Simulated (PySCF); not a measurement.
## Two-component Hartree-Fock for Sb²⁺ (antimony, charge +2)

Start: [Kr] 4d10 5s2 5p1; 5p3/2 filled at m_j = +3/2. Calculated with PySCF 2.14 in x2c-TZVPPall-2c (8s9p5d2f, 74 functions): generalised Hartree-Fock with the X2C-1e Hamiltonian and a Gaussian nucleus; one run each with spin-orbit coupling (SO) screened by Boettger's factors, then bare. This is a chosen level, not necessarily the ground level.

```
spinor shell  electrons  ε, screened SO (eV)  ε, bare SO (eV)  weight of nominal j (bare SO)  rms radius, bare SO (bohr)
       1s1/2          2             -30660.0         -30659.8                          1.000                      0.0325
       2s1/2          2              -4776.2          -4776.2                          1.000                       0.133
       2p1/2          2              -4458.3          -4466.0                          1.000                       0.115
       2p3/2          4              -4204.0          -4200.9                          1.000                       0.120
       3s1/2          2              -992.11          -992.10                          1.000                       0.352
       3p1/2          2              -860.70          -862.16                          1.000                       0.344
       3p3/2          4              -812.29          -811.69                          1.000                       0.356
       3d3/2          4              -582.36          -583.81                          1.000                       0.329
       4s1/2          2              -194.91          -194.91                          1.000                       0.843
       4p1/2          2              -148.12          -148.41                          1.000                       0.893
       4p3/2          4              -139.18          -139.06                          1.000                       0.922
       4d3/2          4              -63.403          -63.607                          0.996                        1.09
       4d5/2          6              -62.081          -61.954                          0.997                        1.11
       5s1/2          2              -32.933          -32.935                          0.999                        2.27
       5p3/2          1              -23.978          -23.969                          1.000                        2.75
```

Where does 3d5/2 lie, and what is the 3d spin-orbit splitting (bare SO)?

At -571.56 eV, 12.246 eV above 3d3/2.

```
   quantity  screened SO      bare SO
E (hartree)  -6477.90591  -6478.05437
        M_J          3/2          3/2
       ⟨J²⟩        3.758        3.758
       ⟨L²⟩        2.025        2.027
       ⟨S²⟩        0.771        0.773
```

Each row is a mean over spinors that exchange with the open shell spreads, by up to 2.287 eV (5s1/2).

Breit and QED terms are absent; they matter most for the inner s and p1/2 levels.

Densities and radii are taken from the X2C orbitals without a picture-change correction, which distorts them close to the nucleus.
